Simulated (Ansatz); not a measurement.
```yaml
crystal:
  periodic: [false, false, false]
  atoms:
    - {symbol: C, position_ang: [-1.298625, 0.962401, -0.431475]}
    - {symbol: Ge, position_ang: [-0.172743, -0.654869, -0.328140]}
    - {symbol: C, position_ang: [1.441689, -0.410367, 0.741491]}
    - {symbol: H, position_ang: [-2.103510, 0.761903, -0.993600]}
    - {symbol: H, position_ang: [-0.679184, 1.762103, -0.958896]}
    - {symbol: H, position_ang: [-1.557256, 1.329332, 0.563417]}
    - {symbol: H, position_ang: [0.274717, -1.154839, -1.738599]}
    - {symbol: H, position_ang: [-0.996879, -1.740718, 0.357858]}
    - {symbol: H, position_ang: [2.070321, 0.409517, 0.262119]}
    - {symbol: H, position_ang: [1.207711, -0.013167, 1.762265]}
    - {symbol: H, position_ang: [2.072372, -1.254274, 0.874385]}
basis:
  gaussian: {orbitals: "6-311G**"}
magnetization: {spin_polarized: true, initial_magnetization: 0}
hamiltonian: {xc: {name: CAM-B3LYP}}
output: {forces: true}
```

```sh
$ ansatz run in.yaml --threads 2 --pin off --events-out ev --progress --plain --max-ram 32768MiB --backend cpu
```

Q: How does Ansatz answer? (An estimate is asked.)

A: The calculation gave: The program refused the input.
```
Error: <dir> can't be read: No such file or directory (os error 2)
```
